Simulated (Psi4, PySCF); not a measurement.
Cl$_{2}$Ge, charge +1, doublet, geometry from GFN2-xTB (a state made from the parent by changing its charge; the spin is typed, not shown lowest), atoms displaced at random by about 0.08 Å a coordinate. Base run: PBE0/STO-3G, gradient (PySCF).

PySCF was given this input:
```python
from pyscf import gto, scf, dft

mol = gto.M(
    atom='''
Ge   -0.069123   -0.024141    0.417801
Cl    1.190791    1.293732   -0.456121
Cl   -1.151447   -1.489949   -0.602017
''',
    basis='sto-3g',
    charge=1,
    spin=1,
    verbose=4,
)

mf = dft.UKS(mol)
mf.xc = 'pbe0'
mf.kernel()
g = mf.nuc_grad_method()
grad = g.kernel()
```

Programs used: Psi4, PySCF; a row that names a program was run with it.

The coordinate followed is z of atom 3.

Variants of this job, named by their change:

```
change                                                  dE/dx (Eh/bohr)  net force (Eh/bohr)
------------------------------------------------------  ---------------  -------------------
base                                                          -0.001051             0.000165
conv_tol = 1e-11                                              -0.001051             0.000165
conv_tol = 1e-6                                               -0.001045             0.000165
conv_tol = 1e-4                                               -0.000917             0.000165
grids.level = 1; grid_response = off                          -0.000993             0.000621
code = psi4                                                   -0.000919             0.000658
finite difference step (bohr) = 1e-3; conv_tol = 1e-11        -0.001047                    -
density fitting = on; auxbasis_response = off                 -0.001131             0.000192
finite difference step (bohr) = 0.01; conv_tol = 1e-11        -0.001047                    -
grid_response = on                                            -0.001047             0.000000
finite difference step (bohr) = 1e-5; conv_tol = 1e-11        -0.001047                    -
grids.level = 1; grid_response = on                           -0.001022             0.000000
```

The net force is zero for an exact gradient.

Open shells are given as the SCF converged; they aren't shown to be the lowest states, and a large step between rows can be another state.
